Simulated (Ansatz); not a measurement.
Caution, from a PySCF single point (PBE0-D3(BJ)/def2-TZVPD) at this geometry: the highest occupied level lies above zero, so the state may not be bound. This triplet is an excited state, 1.03 eV above the relaxed singlet at the level frozen-core CCSD(T)/aug-cc-pVTZ // PBE0-D3(BJ)/def2-TZVPD (Ansatz, a first-principles code).

A geometry relaxed with Ansatz with PBE0-D3(BJ)/def2-TZVPD, charge -1, multiplicity 3:

```xyz
7

H      2.4772     0.2608    -0.3668
B     -0.0432     0.5493    -0.4072
N     -1.3929     0.2339    -0.0777
B      1.3841    -0.1243    -0.0037
H     -1.6268    -0.5506     0.5235
H     -2.1936     0.7429    -0.4002
H      1.3951    -1.1120     0.7321
```

Write the SMILES of this molecule.

`B[B-]N`
